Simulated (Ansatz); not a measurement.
Geometry optimisation, UKS BLYP/def2-SVP (Ansatz 0.2.0).

Input:

```yaml
crystal:
  periodic: [false, false, false]
  atoms:
    - { symbol: Al, position_ang: [-0.094278, -0.848027, -0.573964] }
    - { symbol: F, position_ang: [0.051545, -1.00979, 2.304802] }
    - { symbol: O, position_ang: [1.373962, 0.041148, -0.819873] }
    - { symbol: H, position_ang: [2.236561, -0.401491, -0.737642] }
    - { symbol: O, position_ang: [-1.548594, 0.086454, -0.722404] }
    - { symbol: H, position_ang: [-2.412776, -0.361955, -0.698113] }
    - { symbol: O, position_ang: [0.167558, 0.063045, 3.131543] }
    - { symbol: H, position_ang: [-0.498178, -0.169086, 3.82635] }
magnetization:
  spin_polarized: true
  initial_magnetization: 1
basis:
  gaussian: { orbitals: def2-SVP }
hamiltonian:
  xc: blyp
relax:
  f_tol: 0.03
  max_steps: 50
output:
  orbitals: {}
```

Command:

```bash
$ ansatz run input.yaml --threads 4 --pin off --max-ram 5120MiB --backend cpu --events-out ev --progress --plain --runs-dir out
```

Where does it end, and by what steps?

The run converged. After 19 steps the energy has fallen by 6.011 eV; F2 moved furthest, 1.71 Å. Parted: F2–O7 (1.36 → 2.90 Å). Joined: Al1–F2 (2.89 → 1.69 Å), Al1–O7 (3.82 → 1.79 Å).

```csv
step,energy less start (eV),largest force component (eV/Å),accepted
0,0.0000,3.032,yes
1,-0.2593,2.562,yes
2,-0.6232,3.809,yes
3,-1.2811,5.632,yes
4,-2.2934,6.429,yes
5,-3.2854,4.707,yes
6,-3.9208,2.838,yes
7,-4.1431,1.456,yes
8,-4.2608,0.441,yes
9,-4.3642,0.348,yes
10,-4.4796,0.334,yes
11,-4.6557,0.715,yes
12,-5.0012,1.733,yes
13,-5.5393,2.215,yes
14,-5.5793,3.514,yes
15,-5.8769,1.211,yes
16,-5.9846,0.181,yes
17,-6.0082,0.059,yes
18,-6.0084,0.087,yes
19,-6.0107,0.030,yes
```

```xyz
8
Properties=species:S:1:pos:R:3
Al -0.093 -0.417 0.721
F -0.162 -2.084 0.989
O 1.370 0.110 -0.158
H 2.009 -0.575 -0.441
O -1.475 0.217 -0.218
H -2.171 -0.412 -0.498
O -0.091 0.531 2.237
H -0.111 0.030 3.078
```

Whether the end is a true minimum wasn't checked by a vibrational analysis.

Time of the run: 34 s on 4 threads of Arm Neoverse V1 (shared host), peak memory 0.19 GiB.
